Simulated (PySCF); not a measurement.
## Cost of excited-state runs on `C=CBBC[C@@H](C)[AsH2]`, C₅H₁₃AsB₂

Geometry:
```csv
atom,x (Å),y (Å),z (Å)
C1,3.837,0.122,1.808
C2,2.613,0.204,1.288
B3,2.211,-0.401,-0.088
B4,0.702,-0.932,-0.402
C5,-0.390,0.006,-1.073
C6,-1.846,-0.290,-0.695
C7,-2.075,-0.066,0.793
As8,-3.060,0.825,-1.835
H9,4.080,0.480,2.798
H10,4.648,-0.341,1.268
H11,1.849,0.667,1.907
H12,3.076,-0.465,-0.885
H13,0.349,-2.036,-0.189
H14,-0.270,-0.156,-2.155
H15,-0.197,1.073,-0.908
H16,-2.064,-1.340,-0.931
H17,-3.103,-0.307,1.069
H18,-1.886,0.976,1.056
H19,-1.403,-0.691,1.382
H20,-4.282,0.594,-0.988
H21,-2.800,2.094,-1.066
```

PySCF with density fitting, on 1 thread of an Intel Xeon Platinum 8259CL, shared host. Command: `OMP_NUM_THREADS=1 python excited_run.py task.json out`

**Question.** How long does this run take, and how much memory?
- vibronic structure, LC-wPBE/def2-SVP; full response

**Answer.** 
| run | level | basis functions | wall time | peak memory (GiB) |
| --- | --- | --- | --- | --- |
| vibronic structure | LC-wPBE/def2-SVP | 195 | 2.2 min | 1.3 |

Times from a shared host are rough.
